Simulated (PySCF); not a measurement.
Compound: C₃H₃F₂NSi.
Numbering: `[N:1]#[C:2][C@@:3]1([F:4])[SiH2:5][C@H:6]1[F:7]` (hydrogens: H8, H9 on Si5; H10 on C6)

Method: PySCF, PBE0-D3(BJ)/def2-SVP geometry optimisation, gas phase; density fitting, grid level 1; the optimiser is geomeTRIC in internal coordinates, started from a GFN2-xTB structure with every atom displaced at random (about 0.01 Å).

Step 0: E = -17934.1925 eV
```
atom  x, y, z in Å  |  force x, y, z in eV/Å
N1     -2.1350    0.6916    1.7263   -2.993   0.009   2.769
C2     -1.3236    0.7043    0.9400    2.226  -0.056  -2.150
C3     -0.2513    0.6666    0.0280    1.753   0.721  -1.200
F4      0.0727    1.9013   -0.5520   -0.414  -0.961   0.465
Si5     1.2667   -0.5230    0.3312   -1.230   0.746  -0.904
C6     -0.1207   -0.4909   -0.9645   -0.424  -0.487   1.015
F7     -1.1076   -1.4197   -0.9118   -0.098  -0.096   0.142
H8      1.0903   -1.4105    1.4450    0.018  -0.590   0.683
H9      2.5293    0.0411   -0.0819    0.715   0.195  -0.078
H10     0.0289   -0.1803   -1.9815    0.447   0.518  -0.742
```

Step 1: E = -17934.3417 eV
```
atom  x, y, z in Å  |  force x, y, z in eV/Å
N1     -2.1150    0.7093    1.7827    0.098  -0.027  -0.181
C2     -1.2879    0.6864    0.9700   -0.001  -0.171   0.295
C3     -0.2130    0.6951    0.0040   -0.645  -0.420  -0.076
F4     -0.1424    1.8793   -0.6335    0.404   0.703  -0.195
Si5     1.2692   -0.4682    0.3130   -0.269  -0.312  -0.005
C6     -0.1243   -0.4987   -0.9553    0.098  -0.052   0.077
F7     -1.1332   -1.4040   -0.9364    0.181   0.085  -0.012
H8      1.0396   -1.4163    1.4299    0.101   0.172   0.106
H9      2.6454   -0.0663   -0.0254    0.104   0.044  -0.115
H10     0.1113   -0.1359   -1.9701   -0.072  -0.023   0.106
```

Q: Estimate the geometry and energy of step 2. (The exact step hangs on the optimiser's Hessian estimate; all steps are aligned on step 1, rigid shifts and turns removed.)

A: E = -17934.3894 eV, largest force 0.214 eV/Å
```
atom  x, y, z in Å  |  force x, y, z in eV/Å
N1     -2.1193    0.6806    1.7824   -0.026  -0.033  -0.014
C2     -1.2936    0.6728    0.9699    0.140  -0.005  -0.083
C3     -0.2292    0.6944   -0.0076   -0.213   0.010  -0.018
F4     -0.0874    1.9099   -0.6086    0.070  -0.057   0.047
Si5     1.2466   -0.4830    0.3091    0.034  -0.093   0.057
C6     -0.1309   -0.4996   -0.9652   -0.005   0.043   0.107
F7     -1.1327   -1.4074   -0.9524   -0.013   0.050  -0.037
H8      1.0625   -1.3654    1.4837    0.013   0.063   0.030
H9      2.6239   -0.0831   -0.0567   -0.027   0.034  -0.080
H10     0.1099   -0.1387   -1.9758    0.028  -0.011  -0.009
```

The energy changes by -0.0476 eV. The first-order estimate −F·Δx gives -0.0795 eV and the mean of the old and new forces, exact on a quadratic surface, -0.0470 eV. The step makes an angle of 61° with the force vector and moves no atom by more than 0.078 Å.

What follows is the cost of the whole optimisation. The run took 91 s on one thread, Arm Neoverse V1 (aarch64) (shared host), and the process peaked at 0.51 GiB of memory.
